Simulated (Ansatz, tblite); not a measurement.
Forces on the cluster Ta2O5⁺ at its PBE-D4/def2-SVP geometry. The state is a doublet with charge 1.

In the def2 sets Ta takes a core potential; there is no spin–orbit coupling. The xTB rows come from tblite. The structure holds 1 bond(s) between oxygen atoms. Another isomer (doublet) lies 3.33 eV lower at PBE0-D4/def2-TZVP; other spin states weren't run for this one.

GFN1-xTB (tblite), largest force 3.65 eV/Å:

```xyz
7
positions Å, forces eV/Å
Ta   -0.087   -1.262    0.658   -0.845    2.651   -1.171
Ta    0.708    1.192   -0.334   -2.299   -1.844    0.649
O    -0.680    2.206   -0.387    1.196    0.003   -0.098
O    -1.774   -1.174    0.975    0.981   -0.672    0.182
O    -0.157   -0.460   -1.263    3.488   -0.881    0.612
O     1.280   -0.847   -1.067   -3.124    1.297    0.701
O     0.710    0.344    1.418    0.603   -0.554   -0.875
```

GFN2-xTB (tblite), largest force 1.73 eV/Å:

```
Ta 0.297 -0.288 0.329
Ta 0.466 0.221 0.120
O -0.391 0.764 -0.263
O -0.766 -0.409 0.212
O 1.559 -0.645 -0.352
O -1.644 0.552 0.044
O 0.479 -0.194 -0.090
```

PBE-D4/def2-TZVP (Ansatz), largest force 0.41 eV/Å:

```
Ta -0.040 0.388 -0.129
Ta -0.260 -0.287 0.137
O 0.132 0.018 -0.031
O 0.098 -0.095 0.019
O 0.055 0.023 0.088
O 0.011 0.003 0.016
O 0.005 -0.050 -0.101
```
